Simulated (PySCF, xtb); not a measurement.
benzonitrile (C7H5N), SMILES c1ccc(cc1)C#N.

Harmonic wavenumbers (cm⁻¹) from xtb with GFN2-xTB at its own minimum, in rising order: 131, 148, 350, 362, 442, 535, 541, 596, 658, 756, 770, 873, 905, 928, 935, 986, 1078, 1116, 1182, 1188, 1233, 1274, 1316, 1425, 1465, 1574, 1591, 2377, 3081, 3084, 3090, 3095, 3100.

Problem. What does PBE0-D3(BJ)/def2-SVP (PySCF 2.14.0) give at its own minimum? (The exact figures need the calculation; the answer reports its results.)

Solution. 147, 166, 394, 412, 467, 570, 583, 637, 716, 781, 789, 867, 958, 1009, 1019, 1034, 1059, 1107, 1175, 1190, 1243, 1326, 1395, 1485, 1534, 1660, 1689, 2394, 3211, 3221, 3228, 3236, 3239. Paired by order, the mean absolute difference is 56 cm⁻¹ and the zero-point energies are 60.3 and 62.8 kcal/mol.
